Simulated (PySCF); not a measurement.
Compound: C6H14N (doublet state).
Z-matrix (Å and degrees, GFN2-xTB geometry), rows numbered from 1:
```
C 
C   1  1.4746
C   2  1.5448  1  110.57
N   2  1.4547  1  109.98  3  -120.07
C   4  1.4503  2  113.40  1   -71.60
C   5  1.5250  4  110.67  2   179.40
C   6  1.5231  5  111.70  4  -179.23
H   1  1.0710  2  119.55  3    92.34
H   1  1.0719  2  120.38  3   -79.74
H   2  1.1128  1  108.97  3   117.30
H   3  1.0883  2  110.39  1   174.80
H   3  1.0861  2  109.23  1   -65.27
H   3  1.0864  2  110.06  1    54.58
H   4  1.0162  2  109.77  1   165.79
H   5  1.0942  4  107.41  2    59.41
H   5  1.1072  4  112.04  2   -58.20
H   6  1.0909  5  108.67  4   -57.57
H   6  1.0930  5  109.06  4    59.57
H   7  1.0882  6  110.51  5   -59.68
H   7  1.0876  6  110.51  5    60.18
H   7  1.0873  6  110.54  5  -179.65
```

The hyperfine couplings belong to this conformer and change with its torsions.

As a line formula: `[CH2][C@H](C)NCCC` [radical].

Theory: PySCF 2.14.0, UKS B3LYP, pcH-1 on C H N, non-relativistic, mean-field spin-orbit, GIAO. Geometry: GFN2-xTB, one conformer, isolated molecule. The geometry wasn't refined by DFT: couplings that depend on bond lengths, twists or pyramidal angles can differ widely from those at the functional's own minimum. Stability of the SCF solution: not tested.

(1) Where do the isotropic ENDOR lines of C1, C3, C2, N4, H8/H9, H10, H11/H12/H13, H18, H15 and H14 fall at 346.0 mT, to first order?

(2) Which pairs are centred on the nuclear Larmor frequency, and which on half the coupling?

(3) At what field would the lower line of C1 fall to zero frequency?

Results:

(1) For S = 1/2 in fast tumbling each set of equivalent nuclei gives two lines, ν± = |νn ± a/2| to first order, with νn = g_N μN B/h and μN/h = 7.62259 MHz/T.

| nuclei | isotope | g_N | νn (MHz) | a_iso (MHz) | lower line (MHz) | upper line (MHz) |
| --- | --- | --- | --- | --- | --- | --- |
| C1 | 13C | 1.4048 | 3.71 | 92.10 | 42.35 | 49.76 |
| C3 | 13C | 1.4048 | 3.71 | 90.34 | 41.46 | 48.87 |
| C2 | 13C | 1.4048 | 3.71 | -33.17 | 12.88 | 20.29 |
| N4 | 14N | 0.4038 | 1.06 | 3.56 | 0.71 | 2.84 |
| H8/H9 | 1H | 5.5857 | 14.73 | -62.58 | 16.56 | 46.02 |
| H10 | 1H | 5.5857 | 14.73 | 53.93 | 12.23 | 41.70 |
| H11/H12/H13 | 1H | 5.5857 | 14.73 | 5.92 | 11.77 | 17.69 |
| H18 | 1H | 5.5857 | 14.73 | 2.26 | 13.60 | 15.86 |
| H15 | 1H | 5.5857 | 14.73 | 2.23 | 13.62 | 15.85 |
| H14 | 1H | 5.5857 | 14.73 | -1.74 | 13.86 | 15.60 |

The rows for 13C, of low natural abundance, apply to labelled samples.

(2) Centred on νn, since |a| < 2νn: H11/H12/H13, H18, H15 and H14. Centred on |a|/2 and split by 2νn: C1, C3, C2, N4, H8/H9 and H10.

(3) Where νn = |a|/2, that is B = 46.05 MHz/(1.4048 × 7.62259 MHz/T) = 4300 mT, as far as first order holds there.

Means are taken over nuclei equivalent by connectivity, which assumes that they swap fast. The three 1H nuclei of mean +5.9 MHz run from -4.1 to 22.5 MHz in the frozen geometry.
